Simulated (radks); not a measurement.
Species: the cobalt ion Co2+. Configuration: [Ne] 3s1 3p6 3d7 4f1 (not the ground configuration).

All-electron calculation, scalar-relativistic Kohn-Sham, OLYP, spin-polarised, spherical densities, point nucleus; open shells are filled with parallel spins first. Program: a radial shooting solver on a logarithmic mesh with Libxc functionals.

Energy parts (hartree):
total: -1388.43195
kinetic: 1406.42025
electron-nucleus: -3296.67907
Hartree: 560.84811
exchange-correlation: -59.02124

Orbitals (lengths in bohr, moments of r in powers of bohr; <r^-3> diverges for s and p1/2):
1s up: occ. 1; eigenvalue (hartree) -280.4476
1s down: occ. 1; eigenvalue (hartree) -280.4233
2s up: occ. 1; eigenvalue (hartree) -34.44124
2s down: occ. 1; eigenvalue (hartree) -34.35016
2p up: occ. 3; eigenvalue (hartree) -29.70293; <r^-3> 549.5
2p down: occ. 3; eigenvalue (hartree) -29.62931; <r^-3> 551.3
3s up: occ. 1; eigenvalue (hartree) -5.12794
3s down: occ. 0; eigenvalue (hartree) -4.91425
3p up: occ. 3; eigenvalue (hartree) -3.76332; <r^-3> 71.85
3p down: occ. 3; eigenvalue (hartree) -3.55574; <r^-3> 69.87
3d up: occ. 5; eigenvalue (hartree) -1.59034; <r^-3> 7.020
3d down: occ. 2; eigenvalue (hartree) -1.40194; <r^-3> 6.601
4s up: occ. 0; eigenvalue (hartree) -1.01579
4s down: occ. 0; eigenvalue (hartree) -1.00909
4p down: occ. 0; eigenvalue (hartree) -0.75302; <r^-3> 6.336
4p up: occ. 0; eigenvalue (hartree) -0.74128; <r^-3> 7.175
4d up: occ. 0; eigenvalue (hartree) -0.40886; <r^-3> 0.4337
4f up: occ. 1; eigenvalue (hartree) -0.23146; <r^-3> 0.01197

The highest occupied level is 4f up at -6.298 eV. The configuration is held as typed, so some empty levels lie below it. Summed over all electrons, <r^2> = 50.12 bohr^2, which gives a Langevin (diamagnetic) susceptibility term of -39.7 x 10^-6 cm^3/mol. Spin moment in Bohr magnetons: 5. The density falls to 0.001 e/bohr^3 at r = 3.04 bohr.
